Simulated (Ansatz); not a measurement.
Consider the formal exchange of groups at a Zn–H bond: `[NH2][ZnH]` + `[F][AlH][F]` → `[NH2][Zn][AlH][F]` + H–F.

Gas-phase electronic energies from Ansatz, PBE0-D4/def2-TZVP geometries. CBS: MP2 limit from def2 TZ/QZ plus the TZ coupled-cluster correction, frozen cores. This one scheme is used for every species. DFT in def2-TZVPP. HSE06 is defined as in plane-wave codes. For Zn outer-core shells are correlated without core-valence functions, which leaves a few kJ/mol of doubt a bond. Scalar relativity is left out up to krypton. One conformer a species, not always the lowest.

`[NH2][ZnH]`:

```xyz
5

N     0.368    0.020   -0.750
Zn   -0.426    0.198    0.874
H    -0.164   -0.324   -1.535
H     1.308   -0.342   -0.814
H    -1.085    0.448    2.224
```

`[F][AlH][F]`:

Z-matrix (Å, degrees):
```
Al
F 1 1.639
F 1 1.639 2 118.0
H 1 1.559 2 121.0 3 180.0
```

`[NH2][Zn][AlH][F]`:

Cartesian coordinates in Å:
```
N 0.533 -1.582 1.406
Zn 0.066 -0.282 0.219
Al -0.487 1.442 -1.437
F 0.220 2.928 -1.218
H 0.048 -2.461 1.490
H 1.063 -1.405 2.245
H -1.443 1.361 -2.704
```

H–F:

```xyz
2

F    -0.180    0.395    0.153
H     0.180   -0.395   -0.153
```

CCSD(T)/CBS gives +151.5 kJ/mol.

Another level gave +139.4 kJ/mol. Which?
A. PBE-QIDH/def2-TZVPP
B. r2SCAN0/def2-TZVPP
C. HSE06-D4/def2-TZVPP
D. MP2/def2-TZVPP

C. HSE06-D4 139.4, r2SCAN0 155.5, MP2/def2-TZVPP 162.9, PBE-QIDH 151.1 kJ/mol.

Largest T1 diagnostic among the species: 0.016.

From BLYP to BHLYP (50 % exact exchange), in def2-TZVPP and without D4, ΔE moves by +6.4 kJ/mol. At CCSD(T), def2-SVP lies +7.6 kJ/mol from the extrapolated value and def2-TZVPP +4.2 kJ/mol.
